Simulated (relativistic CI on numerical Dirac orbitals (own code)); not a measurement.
## Fe⁶⁺: M2,3 absorption edge

Computed with this model: Dirac-Coulomb-Breit CI, KLI orbitals optimised for each configuration, model QED, multiplet model of core-to-valence dipole absorption, unscaled Slater integrals; configurations [Ar] 3d2 → [Ne] 3s2 3p5 3d3; 10 K; Lorentzian 1.2 eV and Gaussian 0.3 eV FWHM. Energies are those of the free ion, without screening or charge transfer. The branching ratio is the share of the lower-energy edge in the whole absorption, uncertain by about 0.02 where the edges overlap. S is read from ⟨S²⟩ = S(S + 1).

Field parameters in Wybourne normalisation: Td as Oh with Dq negative (B⁴₀ = 21Dq, B⁴₄ = √(5/14) B⁴₀). The field is a parameter set, without covalency.

Peaks in eV (height, largest 100): 62.2 (10), 67.8 (56), 73.8 (19), 76.2 (100), 81.5 (25).

(1) Which surroundings give this spectrum?
A. Td, 10Dq = -9200 cm⁻¹
B. Td, 10Dq = -15750 cm⁻¹
C. Td, 10Dq = -12450 cm⁻¹
D. Td, 10Dq = -5900 cm⁻¹

## Answers

(1) B. Td, 10Dq = -15750 cm⁻¹, where the ground state has S = 1.00.
